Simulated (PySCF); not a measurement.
Removing an electron from `CC(=S)[SiH2][CH2][GeH3]`

Species: C3H10GeSSi.
Numbering: `[CH3:1][C:2](=[S:3])[SiH2:4][CH2:5][GeH3:6]` (hydrogens: H7, H8, H9 on C1; H10, H11 on Si4; H12, H13 on C5; H14, H15, H16 on Ge6)

Geometry (PBE0-D3(BJ)/def2-SVP, Å), atoms numbered from 1 in this order:
```
atom  x, y, z in Å
C1    -1.997    0.853   -2.070
C2    -0.900   -0.025   -1.562
S3     0.480   -0.280   -2.389
Si4   -1.165   -0.922    0.102
C5     0.463   -1.485    0.821
Ge6    1.615   -0.040    1.475
H7    -2.137    1.705   -1.381
H8    -2.956    0.307   -2.074
H9    -1.782    1.233   -3.079
H10   -1.890    0.006    1.030
H11   -2.084   -2.070   -0.188
H12    1.006   -2.029    0.031
H13    0.282   -2.183    1.655
H14    0.925    0.655    2.667
H15    1.869    1.004    0.375
H16    2.962   -0.617    1.949
```

Level: CAM-B3LYP/def2-SVPD (PySCF). Frontier orbitals with their largest atomic shares (Löwdin; up to four atoms above 4 %):

| orbital | ε (eV) | main atoms |
| --- | --- | --- |
| HOMO−3 | -10.43 | Ge6 23 %, C5 23 %, H14 11 %, H16 9 % |
| HOMO−2 | -10.05 | C5 31 %, Ge6 21 %, Si4 13 %, H16 12 % |
| HOMO−1 | -9.67 | S3 41 %, C2 26 %, Si4 7 %, C1 6 % |
| HOMO | -7.69 | ? |
| LUMO | -1.34 | S3 42 %, C2 38 %, C1 6 %, Si4 5 % |
| LUMO+1 | 0.90 | Ge6 30 %, Si4 14 %, S3 9 %, H16 7 % |
| LUMO+2 | 1.21 | Si4 15 %, S3 13 %, Ge6 12 %, C5 11 % |

Question: What vertical ionisation energy does ΔSCF give, and how far is −ε(HOMO) from it?

Answer: ΔSCF: 8.39 eV (810 kJ/mol; threshold wavelength 148 nm); ⟨S²⟩ of the doublet left behind is 0.759, against 0.75 for a pure doublet. −ε(HOMO) is 7.69 eV, 0.70 eV below it. In exact Kohn–Sham theory the two would be equal; CAM-B3LYP (range-separated hybrid) falls short of its own ΔSCF value by 8 %.

Question: On which atoms does the HOMO lie?

Answer: S3 (thiocarbonyl sulfur) 70 %, C2 (thiocarbonyl carbon) 15 %, Si4 (SiH2 silicon) 6 %, C1 (methyl carbon) 5 %, so more than half of it is on one atom. The HOMO−1 lies 1.98 eV lower.

Question: And the vertical electron affinity, the fundamental gap, Mulliken's electronegativity and the hardness (with the factor ½)?

Answer: EA = 0.78 eV by ΔSCF (−ε(LUMO) = 1.34 eV). IE − EA = 7.61 eV against an orbital gap of 6.35 eV; (IE + EA)/2 = 4.58 eV; (IE − EA)/2 = 3.81 eV.

Question: Shift the occupied levels rigidly so that −ε(HOMO) equals the ΔSCF value. What binding energies result?

Answer: The shift is +0.70 eV: HOMO 8.39, HOMO−1 10.37, HOMO−2 10.75, HOMO−3 11.13 eV. A rigid shift is only a rough guide to the deeper ionisations.

Question: How many of the 10 lowest singlet excitations (vertical TDDFT, same level) lie below the ionisation energy?

Answer: All 10; they run from 2.16 to 7.00 eV.

Question: What kinetic energy would electrons from this vertical process carry with He I light (21.218 eV)?

Answer: 21.22 − 8.39 = 12.83 eV.

Question: With α = 115.5 au, estimate the like-pair dispersion coefficient by London's formula C6 = (3/4)α²I.

Answer: I = 0.3085 Eh, so C6 ≈ 3090 au, a rough estimate.

One conformer (not necessarily the lowest) at the PBE0-D3(BJ)/def2-SVP geometry, without solvent, vibrations or thermal averaging. The calculation is non-relativistic, for germanium too.

The run behind these numbers computed excited states and ΔSCF ions as well. Time: 3.0 min of wall time (grids of density and orbitals included); peak memory 1.1 GiB. Hardware: Arm Neoverse V1, one thread, shared host with 32 logical CPUs at a one-minute load of 25.
